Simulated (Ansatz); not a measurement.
`C[SiH2]Cl` + `NCF` → `FCN[SiH2]Cl` + CH₄ at 500 K and 1 bar (ligand exchange at the Si–C bond).

Calculated with Ansatz (gas phase, PBE0-D4/def2-TZVP geometries, no zero-point term in ΔE). CBS: MP2 limit from def2 TZ/QZ plus the TZ coupled-cluster correction, frozen cores. This one scheme is used for every species. One conformer a species, not always the lowest.

```
      species  CCSD(T)/CBS energy (Eh)  H − E (kJ/mol)  S (J/(mol·K))
  `C[SiH2]Cl`               -789.97638           179.1          344.9
        `NCF`               -194.94856           177.4          292.6
`FCN[SiH2]Cl`               -944.48308           220.1          414.9
          CH₄                -40.46206           135.6          206.8
```

H − E and S are ideal-gas, rigid-rotor, harmonic terms from PBE0-D4/def2-TZVP, for one conformer and one mirror image of each species. 1 Eh = 2625.50 kJ/mol, R = 8.31446 J/(mol·K).

Q: By hand: ΔE, ΔH, ΔS and ΔG.

A: ΔE = (-944.48308) + (-40.46206) − (-789.97638) − (-194.94856) = -0.02020 Eh = -53.0 kJ/mol. Δ(H − E) = 220.1 + 135.6 − 179.1 − 177.4 = -0.8, so ΔH = -53.8 kJ/mol. ΔS = 414.9 + 206.8 − 344.9 − 292.6 = -15.8 J/(mol·K). ΔG = -53.8 − 500 × (-15.8)/1000 = -45.9 kJ/mol.

Q: By hand: the equilibrium constant, and the temperature at which ΔG would vanish if ΔH and ΔS stayed fixed.

A: log₁₀ K = −ΔG/(RT ln 10) = 4.8. ΔG = 0 at ΔH/ΔS = 3405 K, far beyond where these terms or the molecules hold.

ΔH outweighs TΔS. A doubt of 5 kJ/mol in ΔE shifts log₁₀ K by 0.5 here. Other conformers and mirror images would add mixing entropy, several J/(mol·K) or more a flexible species. Modes under 60 cm⁻¹, often nearly free rotors, make the harmonic entropy too high. These are equilibria of isolated gas molecules and say nothing of rates. Largest T1 diagnostic: 0.011 (customary marks: 0.02 for closed shells, 0.045 for open ones).
